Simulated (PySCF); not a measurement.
Electron correlation in Mo⁺ (molybdenum, charge +1)

[Kr] 4d4 5p1, one real determinant (an excited configuration). Calculation: PySCF 2.14, in def2-TZVPPD with the def2 core potential (28 electrons) (6s4p3d2f1g, 56 functions); a scalar-relativistic core potential. Frozen: 4s2 4p6; 5 electrons correlated.

| level | correlation energy (mhartree) |
| --- | --- |
| CCSD | -52.41 |
| (T) | -0.95 |
| CCSD(T) | -53.36 |

Diagnostics: T1 = 0.0096, D1 = 0.0291, largest double amplitude 0.051.

The real determinant used has ⟨L²⟩ near 8 against 12 for a pure F term, so it mixes terms.

Cost of the coupled-cluster step: about 1.7 core-seconds, for 5 correlated electrons.

The reference is one real determinant that mixes LS terms of this configuration.
